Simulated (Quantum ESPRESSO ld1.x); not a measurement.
All-electron atom: P in [Ne] 3s1 3p4 (not the ground configuration). Calculated with ld1.x of Quantum ESPRESSO 7.5: scalar-relativistic Kohn-Sham, PBE, spin-unpolarised, spherical densities, point nucleus.

Unscreened Slater integrals over Kohn-Sham orbitals (eV).

integral,value
"F0(3p,3p)",10.673
"F2(3p,3p)",5.2934
"F0(3p,3s)",11.712
"G1(3p,3s)",7.5500
"F0(3p,2p)",14.750
"F2(3p,2p)",2.1636
"G0(3p,2p)",0.84991
"G2(3p,2p)",0.83051
"F0(3p,2s)",14.627
"G1(3p,2s)",0.65642
"F0(3s,3s)",13.095
"F0(3s,2p)",17.506
"G1(3s,2p)",1.1988
"F0(3s,2s)",17.386
"G0(3s,2s)",0.95642
"F0(2p,2p)",51.566
"F2(2p,2p)",23.755
"F0(2p,2s)",49.110
"G1(2p,2s)",29.217
"F0(2s,2s)",47.502

Derived for the open shells (J is the average intra-shell exchange parameter used in DFT+U). 3p: J = F2/5 = 1.059 eV; in LS coupling 1D lies 6 F2/25 = 1.270 eV above 3P.
